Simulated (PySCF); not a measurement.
A structure optimised at PBE-D3(BJ)/def2-SVPD, used in a PySCF frequency run:

```xyz
4

Pb     0.0000     0.0000     0.4472
Cl     2.0527     1.1851    -0.7190
Cl    -2.0527     1.1851    -0.7190
Cl     0.0000    -2.3703    -0.7190
```
Charge -1, spin multiplicity 1.

Task: Write its SMILES, formula and point group.

Result: [Cl][Pb-]([Cl])[Cl], Cl₃Pb, C3v

Task: What are its rotational constants (standard atomic weights)?

Result: 1.2816, 1.2816, 0.84585 GHz
